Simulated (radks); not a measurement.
The numbers below are computed, except where a source is named.
Tc V, configuration [Ar] 3d10 4s2 4p5 4d3 5d1 (not the ground configuration).

Level of theory: scalar-relativistic Kohn-Sham, PBE, spin-polarised, spherical densities, finite nucleus; open shells are filled with parallel spins first (spin-orbit coupling, left out, can overturn this in heavy ions); Fermi nuclear charge, rms radius 4.4112 fm (a radial shooting solver on a logarithmic mesh with Libxc functionals).

Energy parts (hartree):
total: -4279.56945
kinetic: 4419.15118
electron-nucleus: -10232.49666
Hartree: 1660.20855
exchange-correlation: -126.43252

Orbitals (lengths in bohr, moments of r in powers of bohr; <r^-3> diverges for s and p1/2):
orbital,occ.,eigenvalue (hartree),<r^4>,<r^-3>
1s up,1,-769.1033,6.520e-06,-
1s down,1,-769.0964,6.519e-06,-
2s up,1,-111.6184,0.001197,-
2s down,1,-111.5925,0.001197,-
2p up,3,-100.1313,0.0008576,2769
2p down,3,-100.1083,0.0008572,2770
3s up,1,-21.22962,0.06019,-
3s down,1,-21.21062,0.06001,-
3p up,3,-17.45881,0.06592,469.0
3p down,3,-17.43717,0.06561,468.7
3d up,5,-11.35977,0.06970,62.82
3d down,5,-11.33035,0.06899,62.83
4s up,1,-4.78821,2.128,-
4s down,1,-4.63194,2.118,-
4p up,3,-3.71994,3.082,76.46
4p down,2,-3.55887,3.111,77.45
4d up,3,-2.14585,7.626,7.294
4d down,0,-1.98980,8.127,7.204
5d up,1,-0.88064,229.6,1.459

The highest occupied level is 5d up at -23.963 eV. The configuration is held as typed, so some empty levels lie below it. The spin density at the nucleus is -3.612 e/bohr^3 (1s -0.570, 2s -0.950, 3s 0.681, 4s -2.772). The density falls to 0.001 e/bohr^3 at r = 4.30 bohr. Summed over all electrons, <r^2> = 32.47 bohr^2, which gives a Langevin (diamagnetic) susceptibility term of -25.7 x 10^-6 cm^3/mol. The electron density at the nucleus is 1.023e+05 e/bohr^3 (large components only).
